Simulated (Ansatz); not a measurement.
`O[CH2][GeH2][SiH3]` → C• + Ge• + 8 H• + O• + Si•  (atomization)

Isolated molecules relaxed with PBE0-D4/def2-TZVP in Ansatz; ΔE leaves out vibrations. CCSD(T)/CBS is the MP2 limit (def2-TZVPP, def2-QZVPP) plus CCSD(T) − MP2 in def2-TZVPP, frozen cores. This one scheme is used for every species, atoms too. DFT in def2-TZVPP. No spin–orbit coupling; open shells (•) take unrestricted orbitals. Spin–orbit coupling would lower the free atoms: a little for C, O, Si; clearly for Ge. For Ge outer-core shells are correlated without core-valence functions, so the limit isn't a true one: a few kJ/mol of doubt a bond, and 10 to 20 or more in all where bonds break to atoms. Scalar relativity is left out up to krypton. Each species was taken in one conformer, which may not be the lowest.

```csv
level,ΔE (kJ/mol)
PBE0-D4,3746.7
ωB97M-V,3772.0
PBE0,3727.6
HF/def2-TZVPP,2748.3
CCSD/def2-TZVPP,3662.6
HF/def2-QZVPP,2751.2
MP2/def2-QZVPP,3754.7
SCS-MP2/def2-QZVPP,3780.0
```

What does CCSD(T)/CBS give? (Best estimate.)

Computed: +3794.3 kJ/mol. The listed levels differ from it by -47.6, -22.3, -66.7, -1046.0, -131.7, -1043.1, -39.6, -14.3 kJ/mol.

Largest T1 diagnostic among the species: 0.012.

The D4 term adds +36.1 kJ/mol with B3LYP and +19.1 kJ/mol with PBE0; it sums over pairs of atoms, weighted by their polarisabilities, and B3LYP, whose exchange is more repulsive, gets the larger term. From PBE to PBE0 (25 % exact exchange), in def2-TZVPP and without D4, ΔE moves by −37.4 kJ/mol: exact exchange takes away binding that semilocal exchange gives to molecules. In def2-TZVPP, CCSD(T) changes the Hartree–Fock value by +958.6 kJ/mol (the triples alone add +44.2 kJ/mol) and MP2 by +955.3 kJ/mol; breaking electron pairs costs correlation energy, which Hartree–Fock lacks.

B3LYP here is the variant with VWN-RPA as its local correlation; programs differ in this.

For atomizations the MP2-based limit and the directly extrapolated one differ by several kJ/mol either way, and by 10 to 25 for some Ge, Se and Sn compounds, so smaller differences from it don't rank the levels.
